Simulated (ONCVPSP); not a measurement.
# xenon (Xe), ONCV: configuration errors across variants

ONCVPSP 4.0.1 input, shortened (lines: element, Z, core and valence counts, functional; n l f; lmax; l rc ep ncon nbas qcut; lloc lpopt rc5 dvloc0; l nproj debl; icmod fcfact rcfact), LDA (Perdew-Wang 92), non-relativistic:

```
  Xe 54.00    7    4  -001012      upf
    1    0    2.00
    2    0    2.00
    2    1    6.00
    3    0    2.00
    3    1    6.00
    3    2   10.00
    4    0    2.00
    4    1    6.00
    4    2   10.00
    5    0    2.00
    5    1    6.00
    3
    0    1.70    0.00    4    9    3.50
    1    1.45    0.00    3    8    7.60
    2    0.95    0.00    3    6   10.60
    3    1.60    0.04    4    7    6.90
    2    5    0.95    0.00
    0    2    1.90
    1    2    2.20
    2    0    2.30
    3    2    1.80
    1    0.50    0.00
```

All-electron excitation energies from the reference (eV): (1) 4p6 4d10 5s2 5p5 12.715; (2) 4p6 4d10 5s2 5p4 34.600; (3) 4p6 4d10 5s2 5p3 66.414; (4) 4p6 4d10 5s2 5p5.5 5.266.

1 further variants failed, have other tests or too few solved ones, and are left out.

A true bound ghost makes a file unfit for plane-wave use even where its test errors are small: the radial tests pick states by their node count and pass the ghost by.

Errors AE − PS in meV (a dash: test not solved or not reliable):

| change | (1) | (2) | (3) | (4) | bound ghosts | GHOST(+) flags above zero |
| --- | --- | --- | --- | --- | --- | --- |
| base | -0.6 | -3.9 | -12 | -0.1 | s, p | none |
| all radii but the core radius scaled by about 0.92 (s 1.56, p 1.34, d 0.88, f 1.48 bohr) | -0.2 | -2.4 | -8.9 | +0.1 | s | s |
| all radii but the core radius scaled by about 1.07 (s 1.82, p 1.56, d 1.02, f 1.72 bohr) | -0.7 | -3.2 | -9.3 | -0.2 | s | s |
| all radii but the core radius scaled by about 1.15 (s 1.96, p 1.66, d 1.10, f 1.84 bohr) | -0.7 | -2.9 | -7.9 | -0.3 | s | none |
| all radii but the core radius scaled by about 1.22 (s 2.08, p 1.78, d 1.16, f 1.96 bohr) | -0.7 | -2.3 | -5.4 | -0.3 | s | none |
| all radii but the core radius scaled by about 1.30 (s 2.20, p 1.88, d 1.24, f 2.08 bohr) | -0.5 | -1.0 | -1.0 | -0.2 | s | none |

(1) Give the same row for: all radii but the core radius scaled by about 0.85 (s 1.44, p 1.22, d 0.80, f 1.36 bohr).

## Answers

(1) 0.0, -1.8, -7.5, +0.1; bound ghosts: s; GHOST(+) flags above zero: s.
